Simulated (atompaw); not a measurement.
## An all-electron radial function and its pseudo partner (promethium)

Columns: radius, all-electron u(r) and pseudo u(r) of the 6s shell (level -13.60 eV) of promethium in the configuration [Kr] 4d10 4f5 5s2 5p6 5d0 6s0 6p0; LDA (PW92), scalar-relativistic, PAW (atompaw) scheme, atompaw 4.2.0.5.

```tsv
r (bohr)	all-electron	pseudo
0.115	-0.0084	-0.0070
0.231	-0.1138	-0.0132
0.346	0.1025	-0.0176
0.462	0.2057	-0.0195
0.577	0.1363	-0.0182
0.692	-0.0115	-0.0131
0.808	-0.1598	-0.0037
0.923	-0.2664	0.0103
1.038	-0.3218	0.0290
1.154	-0.3294	0.0528
1.269	-0.2983	0.0809
1.385	-0.2386	0.1137
1.500	-0.1611	0.1502
1.615	-0.0734	0.1899
1.731	0.0192	0.2326
1.846	0.1101	0.2766
1.962	0.1977	0.3220
2.077	0.2782	0.3669
2.192	0.3509	0.4108
2.308	0.4154	0.4531
2.423	0.4703	0.4921
2.538	0.5163	0.5275
2.654	0.5540	0.5586
2.769	0.5829	0.5844
2.885	0.6045	0.6047
3.000	0.6188	0.6188
```

Task: How many radial nodes do the two functions have?

Result: The all-electron 6s function has n − l − 1 = 5 (the table is too coarse to show those close to the nucleus); the pseudo-wave has 1, since 1 lower shell of the same l stays in the valence.

Task: Is the pseudo-wave norm-conserving?

Result: No, it belongs to a PAW set: the norm inside the radius is not constrained, and the difference is carried by the augmentation charge.
